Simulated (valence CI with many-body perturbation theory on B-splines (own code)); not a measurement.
Dy61+: calculated level list

Computed by configuration interaction combined with many-body perturbation theory (CI+MBPT): three valence electrons over a frozen Dirac-Fock core [He], a basis of 11 s, 11 p, 10 d, 8 f, 5 g, 2 h functions for each j, with the one-electron correlation potential Σ1 (screened to all orders), the two-electron term Σ2, the three-electron term Σ3, Breit, model QED; selected single and double excitations, second order for the rest, scaled by the run's own slope (own B-spline code, finite nucleus).

The last digits are not significant, and no measured levels were compared; by estimate large intervals hold to a few tenths of a per cent, small ones and those within an open d or f shell to about a per cent.

Levels 91 to 135 of 165, with energies above the lowest level, (2s^2 2p1/2) J=1/2. "Leading %" is the weight of the configuration and term that name the level; weights of strongly mixed levels are sums over their largest components and can fall short, so below about 35 % the name and the second component can differ from the true leading terms, or belong to a minority configuration. In the jj column 3d3/2^4 stands for four electrons in 3d with j = 3/2. Lifetimes count E1, E2, E3, M1 and M2 decay at the calculated energies, and are blank where another channel may lead or the interval is too uncertain; long ones can be off by a factor of two.

```tsv
No.	Configuration	Term	J	E (eV)	Leading %	Leading jj	Second component	Lifetime
91	2p2 3p	2P°	1/2	9800	86	2p1/2 2p3/2 3p3/2 (99 %)	8 % 2p2 3p 4D°	3.50 fs
92	2p2 3d	2G	7/2	9807	53	2p1/2 2p3/2 3d3/2 (98 %)	25 % 2p2 3d 2F	52.2 fs
93	2p2 3d	2D	5/2	9822	36	2p1/2 2p3/2 3d3/2 (97 %)	32 % 2p2 3d 2F	851 as
94	2p2 3d	2D	3/2	9827	47	2p1/2 2p3/2 3d3/2 (98 %)	16 % 2p2 3d 2P	823 as
95	2p2 3d	2P	1/2	9836	37	2p1/2 2p3/2 3d3/2 (100 %)	34 % 2p2 3d 4P	748 as
96	2p2 3d	4D	7/2	9858	46	2p1/2 2p3/2 3d5/2 (100 %)	39 % 2p2 3d 4F	27.3 fs
97	2p2 3d	2P	3/2	9875	38	2p1/2 2p3/2 3d5/2 (98 %)	28 % 2p2 3d 4P	1.26 fs
98	2p2 3d	2G	9/2	9875	64	2p1/2 2p3/2 3d5/2 (100 %)	36 % 2p2 3d 4F	141 fs
99	2p2 3d	2F	5/2	9877	43	2p1/2 2p3/2 3d5/2 (98 %)	21 % 2p2 3d 4D	1.03 fs
100	2p2 3d	2D	5/2	9894	59	2p1/2 2p3/2 3d5/2 (98 %)	26 % 2p2 3d 4P	697 as
101	2p2 3d	2F	7/2	9900	69	2p1/2 2p3/2 3d5/2 (98 %)	13 % 2p2 3d 2G	649 as
102	2p2 3d	2D	3/2	9906	58	2p1/2 2p3/2 3d5/2 (100 %)	30 % 2p2 3d 2P	966 as
103	2p2 3d	2P	1/2	9911	58	2p1/2 2p3/2 3d5/2 (99 %)	36 % 2p2 3d 2S	902 as
104	2p2 3s	4P	5/2	10315	64	2p3/2^2 3s (100 %)	36 % 2p2 3s 2D	15.4 fs
105	2p2 3s	2P	3/2	10325	55	2p3/2^2 3s (100 %)	35 % 2p2 3s 2D	5.31 fs
106	2p2 3s	2S	1/2	10378	69	2p3/2^2 3s (100 %)	20 % 2p2 3s 4P	8.67 fs
107	2p2 3p	4P°	3/2	10388	27	2p3/2^2 3p1/2 (100 %)	20 % 2p2 3p 4S°	2.48 fs
108	2p2 3p	2D°	5/2	10391	40	2p3/2^2 3p1/2 (100 %)	26 % 2p2 3p 2F°	2.46 fs
109	2p2 3p	2P°	1/2	10449	76	2p3/2^2 3p1/2 (99 %)	17 % 2p2 3p 4D°	2.47 fs
110	2p2 3p	4D°	7/2	10627	64	2p3/2^2 3p3/2 (100 %)	36 % 2p2 3p 2F°	3.42 fs
111	2p2 3p	2D°	5/2	10627	52	2p3/2^2 3p3/2 (100 %)	38 % 2p2 3p 4P°	3.29 fs
112	2p2 3p	2P°	1/2	10628	55	2p3/2^2 3p3/2 (100 %)	34 % 2p2 3p 2S°	3.14 fs
113	2p2 3p	2P°	3/2	10673	62	2p3/2^2 3p3/2 (100 %)	15 % 2p2 3p 2D°	3.29 fs
114	2p2 3d	2D	3/2	10693	31	2p3/2^2 3d3/2 (100 %)	26 % 2p2 3d 4P	1.05 fs
115	2p2 3d	4D	5/2	10695	29	2p3/2^2 3d3/2 (97 %)	23 % 2p2 3d 2F	1.04 fs
116	2p2 3d	2F	7/2	10696	39	2p3/2^2 3d3/2 (100 %)	30 % 2p2 3d 2G	1.04 fs
117	2p2 3d	4P	1/2	10698	46	2p3/2^2 3d3/2 (98 %)	27 % 2p2 3d 2P	906 as
118	2p2 3p	2P°	3/2	10699	64	2p3/2^2 3p3/2 (100 %)	14 % 2p2 3p 2D°	3.22 fs
119	2p2 3d	2F	7/2	10746	52	2p3/2^2 3d5/2 (100 %)	38 % 2p2 3d 4D	96.8 fs
120	2p2 3d	4F	9/2	10747	64	2p3/2^2 3d5/2 (100 %)	36 % 2p2 3d 2G	102 fs
121	2p2 3d	2D	3/2	10753	61	2p3/2^2 3d3/2 (89 %)	13 % 2p2 3d 4F	1.15 fs
122	2p2 3d	2P	1/2	10762	56	2p3/2^2 3d5/2 (98 %)	27 % 2p2 3d 2S	1.56 fs
123	2p2 3d	2D	5/2	10785	60	2p3/2^2 3d5/2 (98 %)	12 % 2p2 3d 4P	840 as
124	2p2 3d	2D	3/2	10788	46	2p3/2^2 3d5/2 (89 %)	36 % 2p2 3d 2P	650 as
125	2p2 3d	2D	5/2	10821	67	2p3/2^2 3d5/2 (99 %)	12 % 2p2 3d 2F	1.18 fs
126	2s2 4s	2S	1/2	10994	98	2s^2 4s (98 %)		9.04 fs
127	2s2 4p	2P°	1/2	11025	98	2s^2 4p1/2 (98 %)		15.5 fs
128	2s2 4p	2P°	3/2	11130	95	2s^2 4p3/2 (95 %)		21.0 fs
129	2s 2p 4s	4P°	1/2	11139	77	2s 2p1/2 4s (100 %)	23 % 2s 2p 4s 2P°	9.87 fs
130	2s2 4d	2D	3/2	11152	98	2s^2 4d3/2 (98 %)		2.00 fs
131	2s 2p 4p	4D	1/2	11166	66	2s 2p1/2 4p1/2 (100 %)	21 % 2s 2p 4p 2P	7.71 fs
132	2s 2p 4s	4P°	3/2	11168	58	2s 2p1/2 4s (97 %)	39 % 2s 2p 4s 2P°	9.28 fs
133	2s 2p 4s	2P°	1/2	11174	86	2s 2p1/2 4s (100 %)	14 % 2s 2p 4s 4P°	10.4 fs
134	2s2 4d	2D	5/2	11183	98	2s^2 4d5/2 (98 %)		2.30 fs
135	2s 2p 4p	4D	3/2	11194	41	2s 2p1/2 4p1/2 (99 %)	32 % 2s 2p 4p 2D	6.92 fs
```
